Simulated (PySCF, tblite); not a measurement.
Isomers of C5H4F3OP, one GFN2-xTB conformer each. Single-point energies are computed at PBE0/pcSseg-1 (PySCF, gas phase, no added dispersion term), electronic only.

Question: Rank them by PBE0/pcSseg-1 energy, lowest first (kcal/mol).
A. `[CH:1]#[C:2][CH2:3][P@@H:4](=[O:5])[C:6]([F:7])=[C:8]([F:9])[F:10]` with C2–C3–P4–O5 -176°, C3–P4–C6–F7 -50°
B. `p1cc(oc1C)C(F)(F)F`

Answer: B (0.0), A (70.5).

As drawn, the lower has an aromatic ring, which the higher lacks; the higher has a C≡C bond, a P=O bond and a C=C bond outside aromatic rings, which the lower lacks. GFN2-xTB itself gives, in the same order: 0.0, 35.4. Both levels put the same isomer lowest.

Which frontier levels, dipoles and rotational constants go with these structures?

```tsv
SMILES	HOMO (eV, PBE0/pcSseg-1)	LUMO (eV)	dipole (D)	A, B, C (MHz)
Cc1oc(C(F)(F)F)cp1	-7.17	-1.29	2.23	2282, 745.1, 624.8
C#CC[P@@H](=O)C(F)=C(F)F	-7.88	-0.64	3.45	1388, 872.1, 707.4
```

What happens when harmonic zero-point energies from GFN2-xTB frequencies are added?

| SMILES | ZPE (kcal/mol) | electronic (kcal/mol) | with ZPE (kcal/mol) |
| --- | --- | --- | --- |
| Cc1oc(C(F)(F)F)cp1 | 52.4 | 0.0 | 0.0 |
| C#CC[P@@H](=O)C(F)=C(F)F | 48.6 | 70.5 | 66.7 |

The zero-point energies span 3.8 kcal/mol. The order is unchanged.
